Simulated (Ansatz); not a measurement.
Mulliken charges of H6NSbSi, SMILES `[SiH3][NH][SbH2]` from r2SCAN/def2-TZVPP in Ansatz (PBE0-D4/def2-TZVP geometry).

```csv
atom,x (Å),y (Å),z (Å),charge (e)
Si1,-0.536,0.682,-0.852,0.396
N2,0.916,0.007,-0.225,-0.586
Sb3,1.070,-1.185,1.408,0.506
H4,-1.484,-0.334,-1.395,-0.094
H5,-0.194,1.629,-1.949,-0.080
H6,-1.241,1.399,0.243,-0.076
H7,1.706,-0.080,-0.845,0.152
H8,-0.388,-2.060,1.153,-0.113
H9,0.240,-0.104,2.445,-0.104
```

Problem. By hand: the dipole of these point charges (1 e Å = 4.8032 D).

Solution. Σ q r = (0.320, -0.307, 0.262) e Å, of length 0.515 e Å = 2.47 D.

Problem. How does the dipole of the full density compare? (An estimate is asked.)

Solution. Computed: (0.252, -0.139, 0.012) e Å, 1.38 D; the point charges give 1.79 times that, at 32° from its direction.

Point charges leave out the atoms' own dipoles, such as those of lone pairs, and Mulliken's split depends on the basis, so the two needn't agree.
